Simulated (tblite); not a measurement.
CH12SeSi4.
Atom-mapped SMILES: `[SiH3:1][Se:2][SiH2:3][CH:4]([SiH3:5])[SiH3:6]` (hydrogens: H7, H8, H9 on Si1; H10, H11 on Si3; H12 on C4; H13, H14, H15 on Si5; H16, H17, H18 on Si6)

Computed with GFN2-xTB (tblite), gas phase: L-BFGS steps from a force-field or distance-geometry start until the largest atomic force falls under 0.01 eV/Å.

Step 6: E = -500.5960 eV
```
atom  x, y, z in Å  |  force x, y, z in eV/Å
Si1     3.1950    0.1577    0.1074    0.064  -0.033   0.002
Se2     1.8921    1.9913   -0.0661   -0.190   0.077  -0.113
Si3     0.1438    0.8677   -1.0828    0.063   0.060   0.056
C4     -0.6455   -0.3434    0.1370    0.061  -0.014  -0.056
Si5    -1.9705   -1.3422   -0.7916    0.043   0.038   0.069
Si6    -1.3829    0.5819    1.6380    0.047  -0.076  -0.124
H7      4.5032    0.5934    0.5484    0.101   0.071   0.049
H8      2.5841   -0.7605    1.0579   -0.003  -0.087   0.096
H9      3.2351   -0.4474   -1.2149    0.054  -0.104  -0.093
H10    -0.8170    1.8801   -1.5104    0.120   0.057  -0.008
H11     0.7479    0.1848   -2.2327   -0.031   0.041  -0.010
H12     0.1314   -1.0325    0.4948   -0.171   0.104  -0.038
H13    -2.9749   -0.3900   -1.2692   -0.021  -0.092  -0.043
H14    -2.5669   -2.2947    0.1431   -0.032  -0.071  -0.053
H15    -1.3521   -2.0317   -1.9285   -0.065  -0.020   0.039
H16    -2.0273   -0.4114    2.4981    0.008   0.018   0.077
H17    -2.3800    1.5130    1.1068   -0.016   0.033   0.083
H18    -0.3244    1.2903    2.3529   -0.031  -0.002   0.066
```

Step 7: E = -500.6021 eV
```
atom  x, y, z in Å  |  force x, y, z in eV/Å
Si1     3.2002    0.1551    0.1086    0.059  -0.034   0.003
Se2     1.8918    1.9862   -0.0750   -0.152   0.087  -0.072
Si3     0.1422    0.8649   -1.0825    0.041   0.142  -0.059
C4     -0.6510   -0.3421    0.1358    0.073   0.011  -0.060
Si5    -1.9700   -1.3450   -0.7899   -0.041   0.001  -0.011
Si6    -1.3805    0.5812    1.6382    0.005  -0.032   0.005
H7      4.5074    0.6013    0.5513    0.047   0.041   0.029
H8      2.5836   -0.7623    1.0606    0.028  -0.056   0.064
H9      3.2351   -0.4493   -1.2164    0.067  -0.096  -0.051
H10    -0.8101    1.8908   -1.5119    0.156  -0.015   0.016
H11     0.7519    0.1890   -2.2369   -0.067   0.043   0.028
H12     0.1250   -1.0274    0.4932   -0.098   0.033  -0.008
H13    -2.9766   -0.3945   -1.2724    0.002  -0.111  -0.027
H14    -2.5702   -2.3005    0.1415   -0.013  -0.050  -0.062
H15    -1.3551   -2.0359   -1.9316   -0.072   0.004   0.084
H16    -2.0286   -0.4121    2.5034    0.051   0.065   0.025
H17    -2.3806    1.5134    1.1112    0.001   0.022   0.087
H18    -0.3232    1.2937    2.3612   -0.087  -0.055   0.007
```

Step 8: E = -500.6071 eV
```
atom  x, y, z in Å  |  force x, y, z in eV/Å
Si1     3.2052    0.1524    0.1095    0.033  -0.022  -0.003
Se2     1.8881    1.9842   -0.0833   -0.063   0.067  -0.024
Si3     0.1422    0.8652   -1.0827    0.019   0.152  -0.123
C4     -0.6543   -0.3403    0.1332    0.042   0.047  -0.059
Si5    -1.9700   -1.3469   -0.7883   -0.094  -0.029  -0.058
Si6    -1.3784    0.5798    1.6374   -0.035   0.014   0.090
H7      4.5118    0.6081    0.5541   -0.010   0.015   0.008
H8      2.5839   -0.7648    1.0640    0.061  -0.013   0.021
H9      3.2366   -0.4529   -1.2187    0.075  -0.075   0.008
H10    -0.8020    1.8989   -1.5129    0.147  -0.034   0.020
H11     0.7534    0.1930   -2.2395   -0.083   0.035   0.040
H12     0.1184   -1.0231    0.4920   -0.010  -0.037   0.018
H13    -2.9781   -0.4001   -1.2755    0.002  -0.106  -0.020
H14    -2.5730   -2.3060    0.1389    0.002  -0.033  -0.061
H15    -1.3589   -2.0391   -1.9322   -0.064   0.010   0.097
H16    -2.0286   -0.4114    2.5081    0.076   0.085  -0.011
H17    -2.3811    1.5141    1.1165    0.014   0.011   0.086
H18    -0.3240    1.2951    2.3677   -0.112  -0.086  -0.031
```

Step 9: E = -500.6117 eV
```
atom  x, y, z in Å  |  force x, y, z in eV/Å
Si1     3.2104    0.1495    0.1102   -0.004   0.002  -0.011
Se2     1.8836    1.9834   -0.0917    0.046   0.036   0.028
Si3     0.1428    0.8679   -1.0848    0.002   0.101  -0.122
C4     -0.6569   -0.3374    0.1296    0.000   0.066  -0.044
Si5    -1.9715   -1.3492   -0.7875   -0.099  -0.035  -0.059
Si6    -1.3771    0.5786    1.6379   -0.061   0.042   0.103
H7      4.5158    0.6150    0.5570   -0.061  -0.008  -0.012
H8      2.5853   -0.7675    1.0676    0.091   0.028  -0.019
H9      3.2395   -0.4578   -1.2206    0.080  -0.051   0.065
H10    -0.7917    1.9066   -1.5137    0.096  -0.007   0.004
H11     0.7534    0.1975   -2.2414   -0.081   0.015   0.023
H12     0.1119   -1.0197    0.4911    0.053  -0.077   0.024
H13    -2.9797   -0.4074   -1.2789   -0.022  -0.080  -0.023
H14    -2.5757   -2.3120    0.1352    0.010  -0.024  -0.050
H15    -1.3637   -2.0421   -1.9311   -0.042  -0.001   0.080
H16    -2.0272   -0.4092    2.5127    0.080   0.075  -0.022
H17    -2.3813    1.5151    1.1233    0.016   0.009   0.080
H18    -0.3267    1.2950    2.3736   -0.103  -0.091  -0.045
```

Problem. Estimate the geometry and energy of step 10. (The exact step hangs on the optimiser's Hessian estimate; all steps are aligned on step 9, rigid shifts and turns removed.)

Solution. E = -500.6157 eV, largest force 0.146 eV/Å
```
atom  x, y, z in Å  |  force x, y, z in eV/Å
Si1     3.2150    0.1469    0.1106   -0.037   0.031  -0.018
Se2     1.8810    1.9830   -0.0990    0.130   0.008   0.067
Si3     0.1432    0.8717   -1.0888   -0.004   0.021  -0.059
C4     -0.6596   -0.3338    0.1256   -0.028   0.050  -0.013
Si5    -1.9746   -1.3520   -0.7877   -0.059  -0.013  -0.021
Si6    -1.3771    0.5785    1.6402   -0.061   0.040   0.042
H7      4.5184    0.6213    0.5594   -0.088  -0.023  -0.025
H8      2.5884   -0.7693    1.0705    0.105   0.051  -0.041
H9      3.2437   -0.4631   -1.2210    0.083  -0.035   0.099
H10    -0.7807    1.9142   -1.5145    0.024   0.048  -0.024
H11     0.7521    0.2018   -2.2431   -0.066  -0.013  -0.016
H12     0.1068   -1.0177    0.4906    0.064  -0.066   0.006
H13    -2.9819   -0.4155   -1.2827   -0.061  -0.042  -0.034
H14    -2.5781   -2.3181    0.1310    0.009  -0.022  -0.031
H15    -1.3687   -2.0451   -1.9290   -0.014  -0.022   0.043
H16    -2.0246   -0.4061    2.5166    0.062   0.038  -0.009
H17    -2.3812    1.5161    1.1310    0.000   0.021   0.068
H18    -0.3308    1.2934    2.3785   -0.062  -0.072  -0.033
```

The energy changes by -0.0039 eV. The first-order estimate −F·Δx gives -0.0056 eV and the mean of the old and new forces, exact on a quadratic surface, -0.0040 eV. The step makes an angle of 63° with the force vector and moves no atom by more than 0.013 Å.

The cost below is that of the whole relaxation. Hardware: one thread of an Arm Neoverse V2, shared host with 96 logical CPUs at a one-minute load of 74. Cost: 1.3 s wall.
